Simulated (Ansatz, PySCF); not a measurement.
Pair of molecules: N2 (SMILES N#N) (first 2 atoms) with CHN (SMILES C#N); geometry from B3LYP-D3(BJ)/def2-TZVP, rigid monomers moved along the line of their centres of mass till N2···H5 is 3.42 Å.
(charge 0, multiplicity 1):
```xyz
5

N      0.06391     0.32300    -1.09639
N      0.03054     0.11818    -0.02598
C     -0.10737    -0.73478     4.38164
N     -0.14258    -0.95315     5.50644
H     -0.07449    -0.53028     3.33365
```

Monomers are frozen at their geometry in the pair; levels with a basis set take the counterpoise correction. Rows marked so take none.

Frozen-core correlation. CBS: X⁻³ extrapolation of the correlation energy, Hartree–Fock from the larger set. Rows in 6-311+G**, 6-31G* carry no dispersion term and start afresh at each structure (6-31G* with six Cartesian d functions).

The values were computed with Ansatz (Gaussian orbitals); PySCF for 6-311+G** rows, 6-31G* rows, the dispersion terms. 

```json
[
 {"level": "BP86/6-31G* (no counterpoise)", "interaction energy (meV)": "-22.4"},
 {"level": "r2SCAN-D4/def2-TZVPPD", "interaction energy (meV)": "-21.5"},
 {"level": "B3LYP/6-31G*", "interaction energy (meV)": "-19.5"},
 {"level": "B3LYP/6-31G* (no counterpoise)", "interaction energy (meV)": "-27.6"},
 {"level": "B3LYP/6-311+G** (no counterpoise)", "interaction energy (meV)": "?"},
 {"level": "PBE0/def2-TZVPPD", "interaction energy (meV)": "-21.9"},
 {"level": "wB97M-V/def2-TZVPPD", "interaction energy (meV)": "?"},
 {"level": "CCSD(T)/aug-cc-pVDZ", "interaction energy (meV)": "-25.0"},
 {"level": "CCSD(T)/CBS(aug-cc-pVDZ, aug-cc-pVTZ)", "interaction energy (meV)": "-25.4"}
]
```

Task: Fill in the missing entries.

Result: 
- B3LYP/6-311+G** (no counterpoise), interaction energy (meV): -20.8
- wB97M-V/def2-TZVPPD, interaction energy (meV): -23.9

Ansatz is a first-principles code.
